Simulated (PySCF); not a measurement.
Computed with PySCF 2.14.0 with PBE-D3(BJ)/def2-TZVP // PBE-D3(BJ)/def2-SVP. All species are isolated molecules in the gas phase. Excitations are Tamm–Dancoff values on a coarser integration grid. The basis has no diffuse functions, so Rydberg states are missing or too high.

Reference species (SMILES): `c1(ccc2c(cccc2)n1)[SiH3]` (neutral, multiplicity 1).

```json
{
 "LUMO": "-2.71 eV",
 "S1 oscillator strength": "0.001",
 "T1 excitation (TDA)": "2.87 eV"
}
```

Changed species: `c1cnc2cccc([SiH3])c2c1`.

What does the change do to the LUMO, S1 oscillator strength and T1 excitation (TDA)?

the LUMO hardly moves; the S1 oscillator strength stays essentially unchanged; the T1 excitation (TDA) goes up by 0.05 eV, to 2.92 eV.
